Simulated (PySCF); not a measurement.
Compound: C₄H₆NOSi (doublet state).
SMILES with atom numbers: `[N:1]#[C:2][C@@H:3]1[CH2:4][CH2:5][SiH:6][O:7]1` (hydrogens: H8 on C3; H9, H10 on C4; H11, H12 on C5; H13 on Si6)

Cartesian coordinates in Å at the GFN2-xTB level; atoms count from 1:
```xyz
13
C4H6NOSi angstrom
N     -2.2958    0.0862    1.6661
C     -1.7425   -0.0188    0.6707
C     -0.9956   -0.1057   -0.5687
C      0.2497   -0.9918   -0.3649
C      1.3095   -0.1237    0.3091
Si     0.9039    1.6157   -0.3929
O     -0.5838    1.1793   -0.9628
H     -1.6574   -0.5070   -1.3479
H      0.6002   -1.3072   -1.3495
H     -0.0048   -1.8793    0.2166
H      1.1609   -0.1182    1.3915
H      2.3094   -0.5060    0.1193
H      0.7418    2.6770    0.5957
```

The hyperfine couplings belong to this conformer and change with its torsions.

Theory: UKS B3LYP, pcH-1 on C H N O Si, non-relativistic, mean-field spin-orbit, GIAO (PySCF 2.14.0). One conformer (not necessarily the lowest) at the GFN2-xTB geometry, without solvent, vibrations or thermal averaging. The geometry wasn't refined by DFT: couplings that depend on bond lengths, twists or pyramidal angles can differ widely from those at the functional's own minimum, by a factor of two or more for some ions and for spin on atoms past the first row. Stability of the SCF solution: not tested.

(1) Give the isotropic g value and a_iso(1H) at H13.

(2) For one electron spin and this one nucleus (I = 1/2, g_N = 5.5857), compare first-order, second-order and exact resonance fields at 9.566 GHz.

(3) Someone takes the midpoint and the distance of the outer exact lines at face value. What g and a result?

Answers

(1) g_iso = 2.00267 and a = +170.56 MHz, or +6.085 mT (Mulliken spin population +0.08).

(2) First order: B = B0 − a·mI with B0 = 341.278 mT. Second order subtracts a²[I(I+1) − mI²]/(2B0). The exact fields come from the Breit–Rabi levels of H = g μB B Sz − g_N μN B Iz + a S·I.

```tsv
mI	first order (mT)	second order (mT)	exact (mT)	exact − first order
−1/2	344.321	344.294	344.294	-0.027
+1/2	338.236	338.209	338.209	-0.027
```

(3) Their midpoint, 341.251 mT, gives an apparent g of 2.00283 (true 2.00267), and their distance over 2I an apparent |a| of 6.085 mT (true 6.085).

Other couplings of abundant isotopes, left aside here: 1 × 1H 32 MHz, 1 × 1H 3 MHz, 1 × 1H 2 MHz, 1 × 1H 2 MHz.
